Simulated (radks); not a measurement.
The numbers below are computed, except where a source is named.
Species: the tellurium ion Te3+. Configuration: [Kr] 4d10 5s2 4f1 (not the ground configuration). Code: a radial shooting solver on a logarithmic mesh with Libxc functionals. Model: scalar-relativistic Kohn-Sham, PBE, spin-polarised, spherical densities, finite nucleus; open shells are filled with parallel spins first (spin-orbit coupling, left out, can overturn this in heavy ions); Fermi nuclear charge, rms radius 4.7423 fm.

Unscreened Slater integrals over Kohn-Sham orbitals (cm^-1). They are taken over the spin-up orbitals.

integral    value
F0(4f,4f)   66506
F2(4f,4f)   29951
F4(4f,4f)   18587
F6(4f,4f)   13331
F0(4f,5s)   79835
G3(4f,5s)   23254
F0(4f,4d)   92368
F2(4f,4d)   25869
F4(4f,4d)   13625
G1(4f,4d)   24393
G3(4f,4d)   14229
G5(4f,4d)  9778.8
F0(4f,4p)   94065
F2(4f,4p)   23064
G2(4f,4p)   14200
G4(4f,4p)  9391.5
F0(5s,5s)  103270
F0(5s,4d)  125370
G2(5s,4d)   16562
F0(5s,4p)  128200
G1(5s,4p)  9340.5
F0(4d,4d)  205580
F2(4d,4d)  103970
F4(4d,4d)   68867
F0(4d,4p)  221010
F2(4d,4p)  112070
G1(4d,4p)  142540
G3(4d,4p)   88166
F0(4p,4p)  240500
F2(4p,4p)  126290

Derived for the open shells (J is the average intra-shell exchange parameter used in DFT+U). 4f: F4/F2 = 0.621, F6/F2 = 0.445, J = (286 F2 + 195 F4 + 250 F6)/6435 = 2412 cm^-1.
